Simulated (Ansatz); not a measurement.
H3BN, SMILES `B[NH+]` (excited triplet) (charge 1, multiplicity 3). This triplet is an excited state, 1.31 eV above the relaxed singlet at the level composite: frozen-core CCSD(T) with HF/cc-pVQZ and the correlation energy extrapolated as X^-3 from cc-pVTZ and cc-pVQZ, plus CCSDT(Q) minus CCSD(T) in cc-pVDZ // PBE0-D3(BJ)/def2-TZVP (Ansatz, a program for electronic structure).

All values below come from PBE/cc-pVTZ // PBE0-D3(BJ)/def2-TZVP (Ansatz).

Ansatz 0.2 input:
```yaml
crystal:
  periodic: [false, false, false]
  atoms:
    - { symbol: B, position_ang: [-0.566822, -0.032796, -0.033431] }
    - { symbol: N, position_ang: [0.884615, -0.136902, 0.050528] }
    - { symbol: H, position_ang: [-0.987734, 1.09323, -0.048965] }
    - { symbol: H, position_ang: [-1.209901, -1.035568, -0.079039] }
    - { symbol: H, position_ang: [1.879843, 0.112035, 0.110907] }
basis:
  gaussian: { orbitals: cc-pVTZ }
hamiltonian:
  xc: pbe
total_charge: 1
magnetization:
  spin_polarized: true
  initial_magnetization: 2
```

Output:

```
Functional definition: PBE
567 factors; their error is unknown
mean field evaluation 1: about -2191.5475 eV, gradient 4.6e1 eV
mean field evaluation 2: about -2170.7011 eV, gradient 7.2e1 eV
mean field evaluation 4: about -2199.8803 eV, gradient 9.1e0 eV
mean field evaluation 8: about -2200.3835 eV, gradient 1.2e-1 eV
mean field evaluation 16: about -2200.3677 eV, gradient 9.7e-5 eV
mean field -2200.36769632 eV, -80.8620213769 hartree, gradient 2.0e-5 eV, S^2 2.006351; 0 other end points of the search recorded, 0 dependent functions left out
reference -2200.36772622 eV, -80.8620224759 hartree; 8, 6 occupied and 94, 96 virtual orbitals, 567 factors
Total energy: -2200.36772622 eV, -80.8620224759 hartree
```
